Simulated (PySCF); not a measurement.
# Basis-set dependence of SnCl⁻ at PBE0

PySCF, UKS reference; triplet, unpaired electrons π ↑↑; De to Sn + Cl⁻ without counterpoise correction.

```
                         basis                           relativity  functions  Re (Å)  ωe (cm⁻¹)  De (eV)  μ (D)
                     def2-SVPD  scalar-relativistic core potentials         59   2.596        239     1.69  -2.82
aug-cc-pVDZ-PP/aug-cc-pV(D+d)Z  scalar-relativistic core potentials         64   2.567        245     1.81  -2.29
                   def2-TZVPPD  scalar-relativistic core potentials        107   2.537        247     1.84  -2.12
```

Q: How does each smaller set differ from the one with most functions, def2-TZVPPD?

A: def2-SVPD: +5.9 pm, -3.2 % in ωe, -0.15 eV in De; aug-cc-pVDZ-PP/aug-cc-pV(D+d)Z: +3.0 pm, -0.8 % in ωe, -0.03 eV in De. All at PBE0; the set with most functions is neither the basis-set limit nor always the best.

A positive dipole points towards Cl; it is taken about the centre of mass and depends on that origin. These are scalar-relativistic numbers at best; spin–orbit coupling would shift them, the dissociation energy most. For an ion De counts to the pair picked by the measured ionisation energies or electron affinities, which need not be the lowest pair at this level. The highest Kohn–Sham level is positive in some of these anions. Much of that is self-interaction error, but it also means that the finite basis helps to hold the extra electron. The state was picked by a PBE0 search and need not be the measured ground state.
